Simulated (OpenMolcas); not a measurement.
## Eu3+ in a ligand field

Eu3+ with 6 ligands (fluoride) in tetragonal octahedral coordination (D4h) at 2.26 Å, the axial distance 2.124 Å. A charge of +0.5 e stands 2.8 Å behind each ligand. Ligand basis ANO-RCC-VDZP.

* Program: OpenMolcas
* Method: CASSCF
* Basis: ANO-RCC-VDZP [7s6p4d2f1g]
* Scalar Hamiltonian: DKH2, point nucleus
* Active space: 6 electrons in 7 orbitals (4f)
* State averaging: 2S+1 = 7 even, 7 roots; 2S+1 = 5 even, 77 roots kept (CI in the orbitals of an earlier block); 2S+1 = 3 even, 2 roots kept (CI in the orbitals of an earlier block, 0 in the spin-orbit step)
* Spin-orbit coupling: RASSI with atomic mean-field integrals over the reference wave functions

The lowest spin-free states (labels of D4, the rotations of D4h), above the lowest:

```json
{"State": "7A2", "Degeneracy": "1", "E (cm-1)": "0.0", "Free-ion L (%)": "F (100)"}
{"State": "7E", "Degeneracy": "2", "E (cm-1)": "429.0", "Free-ion L (%)": "F (100)"}
{"State": "7E", "Degeneracy": "2", "E (cm-1)": "983.0", "Free-ion L (%)": "F (100)"}
{"State": "7B2", "Degeneracy": "1", "E (cm-1)": "1024", "Free-ion L (%)": "F (100)"}
{"State": "7B1", "Degeneracy": "1", "E (cm-1)": "1143", "Free-ion L (%)": "F (100)"}
{"State": "5E", "Degeneracy": "2", "E (cm-1)": "24721", "Free-ion L (%)": "D (100)"}
{"State": "5B2", "Degeneracy": "1", "E (cm-1)": "24793", "Free-ion L (%)": "D (100)"}
{"State": "5A1", "Degeneracy": "1", "E (cm-1)": "24898", "Free-ion L (%)": "D (99)"}
{"State": "5B1", "Degeneracy": "1", "E (cm-1)": "24947", "Free-ion L (%)": "D (100)"}
{"State": "5E", "Degeneracy": "2", "E (cm-1)": "27838", "Free-ion L (%)": "L (99)"}
{"State": "5A1", "Degeneracy": "1", "E (cm-1)": "27888", "Free-ion L (%)": "L (97)"}
{"State": "5B2", "Degeneracy": "1", "E (cm-1)": "27890", "Free-ion L (%)": "L (100)"}
{"State": "5B1", "Degeneracy": "1", "E (cm-1)": "27913", "Free-ion L (%)": "L (99)"}
{"State": "5A2", "Degeneracy": "1", "E (cm-1)": "27951", "Free-ion L (%)": "L (98)"}
{"State": "5E", "Degeneracy": "2", "E (cm-1)": "28058", "Free-ion L (%)": "L (99)"}
{"State": "5E", "Degeneracy": "2", "E (cm-1)": "28314", "Free-ion L (%)": "L (96)"}
{"State": "5B2", "Degeneracy": "1", "E (cm-1)": "28342", "Free-ion L (%)": "L (95)"}
{"State": "5B1", "Degeneracy": "1", "E (cm-1)": "28693", "Free-ion L (%)": "L (98)"}
{"State": "5A1", "Degeneracy": "1", "E (cm-1)": "28735", "Free-ion L (%)": "L (100)"}
{"State": "5A2", "Degeneracy": "1", "E (cm-1)": "28743", "Free-ion L (%)": "L (99)"}
```

The lowest levels with spin-orbit coupling:

```
E (cm-1)  Degeneracy  Label  2S+1     J  |mJ| (%)               g
     0.0           1     A1     7  0.38   0 (100)                
   274.2           2      E     7  1.18    1 (99)  0.00 0.00 3.43
   504.7           1     A2     7  1.07    0 (99)                
   792.6           1     B1     7  2.09   2 (100)                
   916.8           1     A1     7  2.02    0 (99)                
   927.3           1     B2     7  2.20   2 (100)                
    1159           2      E     7  2.11    1 (96)  0.00 0.00 0.89
    1812           2      E     7  3.11    3 (85)  0.00 0.00 8.15
    1837           1     B1     7  3.03   2 (100)                
    1973           2      E     7  3.01    1 (88)  0.00 0.00 2.16
    1983           1     B2     7  2.91   2 (100)                
    2019           1     A2     7  3.04    0 (99)                
    2723           2      E     7  3.93    3 (91)  0.00 0.00 6.99
    2766           1     B2     7  4.00    2 (99)                
    3009           1     A1     7  4.02    0 (98)                
    3027           2      E     7  4.03    1 (90)  0.00 0.00 1.78
    3042           1     B1     7  4.06    2 (99)                
    3099           1     A2     7  4.01    4 (98)                
    3103           1     A1     7  4.02    4 (98)                
    3879           1     B2     7  5.06    2 (99)
```

Powder χT (cm3 K/mol): 0.0142 at 2 K, 0.0712 at 10 K, 0.356 at 50 K, 0.7 at 100 K, 1.18 at 200 K, 1.45 at 300 K. The effective moment at 300 K is 2.828 √(χT) = 3.41 μB.

Hund's rules give f6 a J = 0 ground level with no moment of its own; the computed χT of 1.454 cm3 K/mol at 300 K comes from higher levels.

Metal share of the active 4f orbitals (Löwdin): 99, 99, 99, 100, 100, 100, 100 %; Mulliken charge of the metal 2.40.

High states are left out of the spin-orbit mixing, which shifts the levels that they would mix with. Without dynamic correlation the ligand-field splitting of an f shell can come out too small, at times by half. The first state left out of the spin-orbit step lies near 45000 cm-1 above the lowest spin-free state of the reference (among the parities and spins computed), and the lists stop at four fifths of that energy or lower. No measured value stands beside these numbers; the geometry is a model, was not optimised and need not be the one that this ion takes.

The RASSCF and RASSI steps took 80 s on 1 thread of Arm Neoverse V2 (shared host); the integral step is not counted.

With an even number of electrons the g values are those of a degenerate or nearly degenerate non-Kramers pair.
